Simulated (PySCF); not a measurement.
Thiophenol, SMILES c1ccc(S)cc1 at its PBE0/def2-SVP optimised geometry (Å):

```
13

S     -2.7207    -0.0844     0.0004
C     -0.9554    -0.0007     0.0001
C     -0.2467    -1.2098     0.0001
C      1.1452    -1.2047     0.0001
C      1.8504    -0.0014     0.0000
C      1.1462     1.2013     0.0000
C     -0.2470     1.2070     0.0001
H     -2.9426     1.2460    -0.0013
H     -0.7897    -2.1585    -0.0001
H      1.6836    -2.1558     0.0000
H      2.9426    -0.0014     0.0000
H      1.6843     2.1526     0.0000
H     -0.7849     2.1585     0.0002
```

Level of theory: PBE0/def2-TZVP (PySCF 2.14.0). Cells within 0.4 Å of a nucleus heavier than hydrogen are left out (blank, or x).

Map of the electrostatic potential (hartree/e), clipped to [-0.08, 0.12] on the plane z = 0.0 Å:

```
|11111111111111111111111111111|
|11111111111111111111111111111|
|11111111111111111111111111111|
|11111112222222111112111111111|
|11112222222222222222221111111|
|11122222233443222334322111111|
|11222333346997423599742211111|
|12233444459999645999963211111|
|12235786559999999999973211111|
|12349999759999999999952211111|
|1235999996899xx99xx9942221111|
|1236999999999xx99xx9963322111|
|12489999999999999999999743211|
|12499999999x9999999x999994211|
|124999xx999xx999999xx99995221|
|013999xx999x9999999x999994211|
|00159999999999999999999753211|
|0001599999999xx99xx9963322111|
|0000136876899xx99xx9942221111|
|00000123349999999999952211111|
|00000011249999999999963211111|
|00000011249999644999963211111|
|00000001235996323499742111111|
|00000001123443222234322111111|
|00000001112222211222221111111|
|00000001111111111111111111111|
|00000001111111111111111111111|
|00000000111111111111111111111|
|00000000111111111111111111111|
```
Scale: ten equal steps from -0.012 (start of '0') to 0.120 (end of '9'), in the order '0123456789'; x runs from -5.00 to 5.00, y from -5.00 (bottom) to 5.00 (top).
